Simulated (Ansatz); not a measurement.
Ansatz (a first-principles code) input (CCSD(T)/STO-3G):

Ansatz 0.2 input:
```yaml
crystal:
  periodic: [false, false, false]
  atoms:
    - {symbol: F, position_ang: [-1.36853232, 0.02754477, -1.59234489]}
    - {symbol: C, position_ang: [-1.07768948, 0.03619041, -0.29550993]}
    - {symbol: Cl, position_ang: [-1.90588858, -1.19689563, 0.57703619]}
    - {symbol: I, position_ang: [0.96571761, 0.37513548, 0.11876507]}
basis:
  gaussian:
    orbitals: STO-3G
magnetization: {spin_polarized: true, initial_magnetization: 1}
correlation: {method: ccsd_t, electrons: outside_noble_gas}
```

End of the output:

```
second order -2.08537562 eV of doubles, -0.00000000 eV of singles
coupled cluster: 0.05 GiB planned
cycle   1  -2.36973299 eV  change   -2.8e-1 eV  update   7.0e-2
cycle   2  -2.55844886 eV  change   -1.9e-1 eV  update   2.7e-2
cycle   3  -2.61057731 eV  change   -5.2e-2 eV  update   1.4e-2
cycle   4  -2.61686513 eV  change   -6.3e-3 eV  update   5.0e-3
cycle   5  -2.61712521 eV  change   -2.6e-4 eV  update   2.0e-3
cycle   6  -2.61789553 eV  change   -7.7e-4 eV  update   8.3e-4
cycle   7  -2.61794872 eV  change   -5.3e-5 eV  update   3.7e-4
cycle   8  -2.61797831 eV  change   -3.0e-5 eV  update   1.7e-4
cycle   9  -2.61802656 eV  change   -4.8e-5 eV  update   7.4e-5
cycle  10  -2.61800415 eV  change    2.2e-5 eV  update   3.1e-5
cycle  11  -2.61799658 eV  change    7.6e-6 eV  update   1.4e-5
perturbative correction -0.09126889 eV, -0.0033540699 hartree
Total energy: -202473.43460588 eV, -7440.7614803429 hartree
```

It need not be the lowest isomer of its formula.
